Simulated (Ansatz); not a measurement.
# Cost against result

Saddle point of CH₉AsGe, singlet (CH₆Ge ([CH3][GeH3]) + AsH₃ → GeAsH₅ ([GeH3][AsH2]) + CH₄; bonds formed: Ge1–As7, C2–H6; bonds broken: Ge1–C2, H6–As7), PBE0-D4/def2-TZVP structure:

```
12
angstrom
Ge -1.2650 -0.4628 0.1919
C 0.1943 1.2348 0.4743
H -1.8495 -0.5946 -1.2152
H -1.0728 -1.6842 1.0923
H -2.2224 0.5061 0.9753
H 0.4034 0.0549 -0.1293
As 1.0741 -1.6654 -1.1159
H 1.2348 1.3955 0.1719
H 0.1262 1.2609 1.5607
H -0.4370 1.9826 -0.0034
H 2.1481 -1.4901 -0.0425
H 1.6659 -0.5377 -1.9600
```

Barriers are electronic and count from the start structure reached by relaxing down the imaginary mode.

Program: Ansatz 0.2.0. Basis: as named in each row. Cores are frozen in the correlated methods. Filled d shells of the heavier atoms are correlated. The def2 sets are not built for correlating such inner shells, so the correlated values are less sure here. B3LYP uses VWN-RPA correlation. Extrapolation: Hartree–Fock as exp(−7.88 √X), correlation as X^−2.97.

Times are rough, for one single point on 8 threads of a shared host (Arm Neoverse V2).

The estimate by CCSD(T) at an estimated basis limit (MP2 extrapolated from triple and quadruple zeta, plus CCSD(T) − MP2 in triple zeta) is 3.086 eV.

| method | basis | time (s) | barrier (eV) | method less estimate |
| --- | --- | --- | --- | --- |
| HF | STO-3G | under 1 | 6.430 | 3.344 |
| PBE-D4 | STO-3G | under 1 | 4.862 | 1.776 |
| SPW92 | def2-SVP | under 1 | 2.460 | -0.626 |
| PBE-D4 | def2-SVP | under 1 | 2.695 | -0.391 |
| B3LYP-D4 | 6-31G | under 1 | 3.122 | 0.036 |
| SPW92 | def2-TZVPP | under 1 | 2.420 | -0.666 |
| PBE0-D4 | def2-SVP | 1 | 2.927 | -0.159 |
| BLYP-D4 | def2-TZVPP | 1 | 2.838 | -0.248 |
| PBE-D4 | def2-TZVPP | 2 | 2.640 | -0.446 |
| B3LYP-D4 | def2-TZVPP | 2 | 3.007 | -0.079 |
| BHLYP-D4 | def2-TZVPP | 2 | 3.250 | 0.164 |
| PBE0-D4 | def2-TZVPP | 2 | 2.853 | -0.233 |
| CAM-B3LYP-D4 | def2-TZVPP | 2 | 3.198 | 0.112 |
| r2SCAN-D4 | def2-TZVPP | 3 | 2.818 | -0.268 |
| r2SCAN0-D4 | def2-TZVPP | 4 | 2.959 | -0.127 |
| RPA on PBE | def2-TZVPP | 4 | 3.179 | 0.093 |
| wB97M-V | def2-SVP | 4 | 3.176 | 0.090 |
| PBE-QIDH | def2-TZVPP | 4 | 3.044 | -0.042 |
| B2PLYP | def2-TZVPP | 4 | 3.121 | 0.036 |
| wB97X-V | def2-TZVPP | 6 | 3.203 | 0.117 |
| B97M-V | def2-TZVPP | 6 | 3.045 | -0.041 |
| wB97M-V | def2-TZVPP | 6 | 3.111 | 0.025 |
| CCSD(T) | def2-SVP | 8 | 3.401 | 0.315 |
| MP2 | def2-QZVPP | 20 | 3.038 | -0.048 |
| CCSD(T) | def2-TZVPP | 160 | 3.165 | 0.079 |

All methods are single points on the PBE0-D4 structures.

T1 diagnostic: at most 0.013.

Labels in which every atom is bracketed show which atoms are joined, not bond orders.
